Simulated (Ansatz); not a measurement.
C₂H₇BOS (`COB(C)S`), 12 atoms. Charge 0, multiplicity 1. All runs use 4 threads of an AMD EPYC 9B14 on a shared host. Correlated methods freeze the cores.

**Question.** Give the basis size and wall time and peak host memory of each of these runs in Ansatz. RKS r2SCANh-D4/def2-TZVPP energy; RKS PBE0-D4/def2-QZVPP energy; RHF-CCSD(T)/def2-TZVPP energy; RKS PBE0-D4/def2-TZVP frequencies; RHF-CCSD(T)/def2-SVP energy; RKS HSE06 (plane-wave form)-D4/def2-TZVPP energy; RKS ωB97M-V/def2-QZVPP energy; RKS ωB97M-V/def2-SVP energy; RKS PBE0-D4/def2-SVP energy; direct RPA on PBE orbitals/def2-TZVPP energy; RKS ωB97X-V/def2-TZVPP energy; RKS BHLYP-D4/def2-TZVPP energy. (Best estimate.)

**Answer.** Computed: Other jobs shared the machine, so times are rough.

```json
{"level": "RKS PBE0-D4/def2-SVP", "job": "energy", "functions": "109", "wall time": "0.8 s", "peak host memory (GiB)": "0.25"}
{"level": "RKS BHLYP-D4/def2-TZVPP", "job": "energy", "functions": "264", "wall time": "2.1 s", "peak host memory (GiB)": "0.68"}
{"level": "RKS HSE06 (plane-wave form)-D4/def2-TZVPP", "job": "energy", "functions": "264", "wall time": "2.1 s", "peak host memory (GiB)": "0.69"}
{"level": "RKS ωB97M-V/def2-SVP", "job": "energy", "functions": "109", "wall time": "2.2 s", "peak host memory (GiB)": "0.34"}
{"level": "RKS r2SCANh-D4/def2-TZVPP", "job": "energy", "functions": "264", "wall time": "3.2 s", "peak host memory (GiB)": "0.67"}
{"level": "direct RPA on PBE orbitals/def2-TZVPP", "job": "energy", "functions": "264", "wall time": "3.8 s", "peak host memory (GiB)": "0.65"}
{"level": "RHF-CCSD(T)/def2-SVP", "job": "energy", "functions": "109", "wall time": "3.8 s", "peak host memory (GiB)": "0.55"}
{"level": "RKS ωB97X-V/def2-TZVPP", "job": "energy", "functions": "264", "wall time": "4.7 s", "peak host memory (GiB)": "0.8"}
{"level": "RKS PBE0-D4/def2-QZVPP", "job": "energy", "functions": "508", "wall time": "5.5 s", "peak host memory (GiB)": "1.8"}
{"level": "RKS ωB97M-V/def2-QZVPP", "job": "energy", "functions": "508", "wall time": "11 s", "peak host memory (GiB)": "2.2"}
{"level": "RHF-CCSD(T)/def2-TZVPP", "job": "energy", "functions": "264", "wall time": "100 s", "peak host memory (GiB)": "6.6"}
{"level": "RKS PBE0-D4/def2-TZVP", "job": "frequencies", "functions": "203", "wall time": "110 s", "peak host memory (GiB)": "0.58"}
```
